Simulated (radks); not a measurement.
Problem. All-electron atom: In3+ in [Kr] 4d10. Method: scalar-relativistic Kohn-Sham, OLYP, spin-unpolarised, spherical densities, point nucleus; computed with a radial shooting solver on a logarithmic mesh with Libxc functionals. Some entries of the table are withheld. Estimate them.

orbital,occ.,eigenvalue (hartree),<r> (bohr)
1s,2,(1),0.02972
2s,2,-153.9271,0.1285
2p,6,-138.2923,0.1122
3s,2,-30.11328,(2)
3p,6,-24.99232,(3)
3d,10,-17.05180,0.3239
4s,2,-5.49687,0.8475
4p,6,(4),0.9194
4d,10,-1.76670,1.145
5s,0,-1.21587,(5)
5p,0,(6),2.672

Solution. 
(1) 1s eigenvalue (hartree): -1020.959
(2) 3s <r> (bohr): 0.3484
(3) 3p <r> (bohr): 0.3469
(4) 4p eigenvalue (hartree): -3.97028
(5) 5s <r> (bohr): 2.272
(6) 5p eigenvalue (hartree): -0.92228
